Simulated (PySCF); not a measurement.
Compound: C₈H₉ (charge +1).
SMILES: `[CH2+]C1=CC=CC=C1C`

Linear response at wB97X-D/def2-SVPD (PySCF, frozen core in the response, non-relativistic). Isolated species at its PBE0-D3(BJ)/def2-SVP geometry, gas phase.

Static isotropic polarisability: 91.23 au (13.52 Å³), principal values 50.8, 99.5, 123.4 au.

(1) What is the polarisability at 1064 nm and at the sodium D line?

(2) What is the isotropic C6 coefficient between two such ions, C6 = (3/π)∫α(iω)² dω?

(3) Which effective excitation energy ω̄ makes London's formula C6 = (3/4)α²ω̄ exact here?

(4) What three-body coefficient follows from the one-pole estimate C9 = (3/4)·α·C6?

(5) What molar refraction at the D line follows from R = (4π/3)·N_A·α′, with α′ the polarisability volume?

(6) What does −C6/R⁶ come to at R = 10 Å between centres?

## Answers

(1) 93.28 au at 1064 nm (+2.2 %), 99.82 au at 589.3 nm (+9.4 %). The rise at 589.3 nm is 4.19 times that at 1064 nm; a pure ω² law gives 3.26. The lowest singlet lies at 408 nm, shorter than both wavelengths.

(2) 2917 au (Eh·bohr⁶) by a ten-point quadrature over imaginary frequencies, which is 1740 eV·Å⁶ or 168 J·nm⁶/mol.

(3) ω̄ = 4·C6/(3α²) = 0.467 Eh = 12.7 eV. A one-pole form α(ω) = α/(1 − ω²/ω̄²) fitted to the 1064 nm value gives 7.9 eV.

(4) 200000 au. This is an estimate from the two numbers above, not a computed integral.

(5) α′ = 14.79 Å³ gives R = 37.31 cm³/mol, for isolated, non-vibrating species.

(6) -170 J/mol. This is the leading, orientation-averaged term; C8 and higher terms are left out. The Coulomb repulsion of the two net charges at that distance is 139 kJ/mol.

The pairwise dispersion term of wB97X-D wasn't added to the energies; at a given geometry it leaves orbitals and properties as they are.
